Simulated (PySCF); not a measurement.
H3BrSeSi, SMILES [SiH2]([SeH])Br at its PBE/def2-SVP optimised geometry (Å):

```
6

Se     1.6067    -0.6680     0.0000
Si    -0.6827    -0.6680     0.0000
Br    -1.6067     1.3818     0.0000
H      1.6736    -0.1873     1.4047
H     -1.2219    -1.3818     1.2034
H     -1.0637    -1.3616    -1.2729
```

Calculation: PBE/def2-TZVP run with PySCF. Cells within 0.4 Å of a nucleus heavier than hydrogen are left out (blank, or x).

Map of the electrostatic potential (hartree/e), clipped to [-0.08, 0.12] on the plane z = 0.0 Å:

```
|000011100000000000000000000|
|000111111000000000000000000|
|001111111100000000000000000|
|001112233210000000000000000|
|001124677531000000000000000|
|001248999993100000000000000|
|001279999999200000000000000|
|001399999999510000000000000|
|0014999xx999820000000000000|
|0003999xx999931000000000001|
|000299999999953212221111111|
|000159999999996458996421111|
|000137999999999999999952111|
|000124999999999999999994211|
|00112499999x999999x99996321|
|1111359999xxx9999xxx9997321|
|1112359999xx999999xx9996321|
|111224799999999999999994211|
|111223599999999999999963111|
|111122459999998689998421111|
|111122235789864323332110001|
|111112223445432110000000000|
|111111222233321100000000000|
|111111112222211100000000000|
|111111111111111100000000000|
|111111111111111100000000000|
|111111111111111110000000000|
```
Scale: ten equal steps from -0.015 (start of '0') to 0.120 (end of '9'), in the order '0123456789'; x runs from -4.00 to 4.00, y from -4.00 (bottom) to 4.00 (top).
